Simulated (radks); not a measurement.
All-electron atom: the nickel ion Ni4+ in [Ar] 3d6.

Calculated with a radial shooting solver on a logarithmic mesh with Libxc functionals: scalar-relativistic Kohn-Sham, PBE, spin-polarised, spherical densities, finite nucleus; open shells are filled with parallel spins first; Fermi nuclear charge, rms radius 3.7757 fm.

Energy parts (hartree):
total: -1516.24498
kinetic: 1537.47725
electron-nucleus: -3583.93127
Hartree: 591.81813
exchange-correlation: -61.60908

Orbitals (lengths in bohr, moments of r in powers of bohr; r(90%) holds 90 % of the orbital's charge):
1s up: occ. 1; eigenvalue (hartree) -304.1289; <r> 0.05409; <r^2> 0.003936; r(90%) 0.0966
1s down: occ. 1; eigenvalue (hartree) -304.1292; <r> 0.05409; <r^2> 0.003936; r(90%) 0.0966
2s up: occ. 1; eigenvalue (hartree) -38.49646; <r> 0.2451; <r^2> 0.07090; r(90%) 0.380
2s down: occ. 1; eigenvalue (hartree) -38.39869; <r> 0.2447; <r^2> 0.07065; r(90%) 0.379
2p up: occ. 3; eigenvalue (hartree) -33.44231; <r> 0.2155; <r^2> 0.05702; r(90%) 0.353
2p down: occ. 3; eigenvalue (hartree) -33.36878; <r> 0.2151; <r^2> 0.05676; r(90%) 0.352
3s up: occ. 1; eigenvalue (hartree) -6.43777; <r> 0.7272; <r^2> 0.6084; r(90%) 1.08
3s down: occ. 1; eigenvalue (hartree) -6.24248; <r> 0.7304; <r^2> 0.6141; r(90%) 1.09
3p up: occ. 3; eigenvalue (hartree) -4.96095; <r> 0.7554; <r^2> 0.6684; r(90%) 1.16
3p down: occ. 3; eigenvalue (hartree) -4.76912; <r> 0.7606; <r^2> 0.6785; r(90%) 1.17
3d up: occ. 5; eigenvalue (hartree) -2.59117; <r> 0.8324; <r^2> 0.8591; r(90%) 1.38
3d down: occ. 1; eigenvalue (hartree) -2.40454; <r> 0.8534; <r^2> 0.9090; r(90%) 1.42

The highest occupied level is 3d down at -65.431 eV. For comparison, the ionisation energy in NIST's Atomic Spectra Database is 76.1 eV (semi-empirical). In exact Kohn-Sham theory the highest level is minus the ionisation energy, but local and semilocal functionals leave it too shallow, through self-interaction and a potential that decays too fast; potentials with the right tail come closer. Summed over all electrons, <r^2> = 10.96 bohr^2, which gives a Langevin (diamagnetic) susceptibility term of -8.68 x 10^-6 cm^3/mol. The density falls to 0.001 e/bohr^3 at r = 2.45 bohr. The spin density at the nucleus is -1.388 e/bohr^3 (1s -0.048, 2s -3.123, 3s 1.784).
